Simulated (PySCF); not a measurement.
**Partial charges of `CC(C)c1ccccc1N`**

Species: C9H13N.
Structure used (GFN2-xTB), in Å, numbered top down from 1:
```
atom  x, y, z in Å
C1    -2.0970   -0.0477   -0.8698
C2    -1.3081    0.1341    0.4314
C3    -1.8549   -0.7989    1.5112
C4     0.1681   -0.0484    0.1517
C5     0.8232   -1.2366    0.4357
C6     2.1664   -1.4174    0.1533
C7     2.8866   -0.3885   -0.4250
C8     2.2576    0.8043   -0.7171
C9     0.9018    0.9898   -0.4481
N10    0.3003    2.1720   -0.8529
H11   -1.7371    0.6345   -1.6356
H12   -1.9749   -1.0651   -1.2344
H13   -3.1566    0.1361   -0.7037
H14   -1.4658    1.1598    0.7920
H15   -1.9079   -1.8250    1.1556
H16   -1.2309   -0.7660    2.4017
H17   -2.8617   -0.4888    1.7858
H18    0.2785   -2.0498    0.8886
H19    2.6440   -2.3580    0.3840
H20    3.9364   -0.5122   -0.6474
H21    2.8128    1.6147   -1.1702
H22   -0.5265    2.4528   -0.3505
H23    0.9409    2.9312   -1.0263
```

Density: PBE0/pcSseg-1 (PySCF); schemes: Mulliken, IAO, Hirshfeld and ESP-fitted. One conformer (not necessarily the lowest) at the GFN2-xTB geometry, without solvent, vibrations or thermal averaging.

Task: Do the Mulliken, IAO, Hirshfeld and ESP-fitted schemes agree on where the charge is lowest?

Result: All schemes agree: Mulliken N10 (-0.428); IAO N10 (-0.511); Hirshfeld N10 (-0.190); ESP-fitted N10 (-0.772).

Task: For which atoms does the sign change between the 4 schemes (beyond +0.03 e in one, beyond −0.03 e in another)?

Result: C2. Atomic charges aren't observables, and each scheme defines them in its own way.

Task: Which atoms carry the highest charge in the Mulliken, IAO, Hirshfeld and ESP-fitted schemes?

Result: The schemes don't all agree: Mulliken H22 (+0.180); IAO H23 (+0.264); Hirshfeld H23 (+0.128); ESP-fitted C2 (+0.437).

Task: Tabulate the Mulliken, IAO, Hirshfeld and ESP-fitted charges.

Result: In e:

```json
{"atom": "C1", "environment": "methyl carbon", "Mulliken": "-0.187", "IAO": "-0.416", "Hirshfeld": "-0.123", "ESP-fitted": "-0.270"}
{"atom": "C2", "environment": "benzylic-type carbon", "Mulliken": "-0.328", "IAO": "-0.094", "Hirshfeld": "-0.018", "ESP-fitted": "+0.437"}
{"atom": "C3", "environment": "methyl carbon", "Mulliken": "-0.201", "IAO": "-0.415", "Hirshfeld": "-0.117", "ESP-fitted": "-0.610"}
{"atom": "C4", "environment": "substituted aromatic carbon", "Mulliken": "-0.164", "IAO": "-0.044", "Hirshfeld": "-0.013", "ESP-fitted": "-0.222"}
{"atom": "C5", "environment": "aromatic CH carbon", "Mulliken": "-0.066", "IAO": "-0.154", "Hirshfeld": "-0.055", "ESP-fitted": "-0.097"}
{"atom": "C6", "environment": "aromatic CH carbon", "Mulliken": "-0.069", "IAO": "-0.184", "Hirshfeld": "-0.075", "ESP-fitted": "-0.251"}
{"atom": "C7", "environment": "aromatic CH carbon", "Mulliken": "-0.064", "IAO": "-0.148", "Hirshfeld": "-0.057", "ESP-fitted": "-0.110"}
{"atom": "C8", "environment": "aromatic CH carbon", "Mulliken": "-0.063", "IAO": "-0.201", "Hirshfeld": "-0.080", "ESP-fitted": "-0.297"}
{"atom": "C9", "environment": "aromatic carbon bearing nitrogen", "Mulliken": "+0.106", "IAO": "+0.115", "Hirshfeld": "+0.048", "ESP-fitted": "+0.312"}
{"atom": "N10", "environment": "aniline-type nitrogen", "Mulliken": "-0.428", "IAO": "-0.511", "Hirshfeld": "-0.190", "ESP-fitted": "-0.772"}
{"atom": "H11", "environment": "methyl hydrogen", "Mulliken": "+0.124", "IAO": "+0.146", "Hirshfeld": "+0.033", "ESP-fitted": "+0.068"}
{"atom": "H12", "environment": "methyl hydrogen", "Mulliken": "+0.108", "IAO": "+0.140", "Hirshfeld": "+0.037", "ESP-fitted": "+0.082"}
{"atom": "H13", "environment": "methyl hydrogen", "Mulliken": "+0.105", "IAO": "+0.132", "Hirshfeld": "+0.037", "ESP-fitted": "+0.045"}
{"atom": "H14", "environment": "methine hydrogen", "Mulliken": "+0.112", "IAO": "+0.114", "Hirshfeld": "+0.031", "ESP-fitted": "-0.025"}
{"atom": "H15", "environment": "methyl hydrogen", "Mulliken": "+0.113", "IAO": "+0.134", "Hirshfeld": "+0.040", "ESP-fitted": "+0.151"}
{"atom": "H16", "environment": "methyl hydrogen", "Mulliken": "+0.123", "IAO": "+0.143", "Hirshfeld": "+0.039", "ESP-fitted": "+0.136"}
{"atom": "H17", "environment": "methyl hydrogen", "Mulliken": "+0.116", "IAO": "+0.140", "Hirshfeld": "+0.041", "ESP-fitted": "+0.154"}
{"atom": "H18", "environment": "aromatic hydrogen", "Mulliken": "+0.068", "IAO": "+0.144", "Hirshfeld": "+0.044", "ESP-fitted": "+0.139"}
{"atom": "H19", "environment": "aromatic hydrogen", "Mulliken": "+0.076", "IAO": "+0.146", "Hirshfeld": "+0.043", "ESP-fitted": "+0.152"}
{"atom": "H20", "environment": "aromatic hydrogen", "Mulliken": "+0.081", "IAO": "+0.150", "Hirshfeld": "+0.048", "ESP-fitted": "+0.142"}
{"atom": "H21", "environment": "aromatic hydrogen", "Mulliken": "+0.081", "IAO": "+0.138", "Hirshfeld": "+0.041", "ESP-fitted": "+0.165"}
{"atom": "H22", "environment": "N–H hydrogen", "Mulliken": "+0.180", "IAO": "+0.260", "Hirshfeld": "+0.118", "ESP-fitted": "+0.321"}
{"atom": "H23", "environment": "N–H hydrogen", "Mulliken": "+0.178", "IAO": "+0.264", "Hirshfeld": "+0.128", "ESP-fitted": "+0.351"}
```

Mean size of the charges over all atoms: ESP-fitted 0.231 e, IAO 0.189 e, Mulliken 0.137 e, Hirshfeld 0.063 e. Each set sums to the total charge, 0, to within 0.001 e. The Mulliken scheme gives each basis function's population to the atom it is centred on and halves the overlap population of two atoms between them.

Task: How closely do the schemes follow one another over all atoms?

Result: Correlation coefficient and root-mean-square difference: IAO with Hirshfeld 0.98, 0.145 e; Mulliken with IAO 0.89, 0.106 e; Hirshfeld with ESP-fitted 0.88, 0.227 e; Mulliken with Hirshfeld 0.87, 0.103 e; IAO with ESP-fitted 0.85, 0.154 e; Mulliken with ESP-fitted 0.66, 0.220 e.

Task: How many electrons does the ESP-fitted scheme count on C9?

Result: Z − q = 6 − (+0.312) = 5.688.
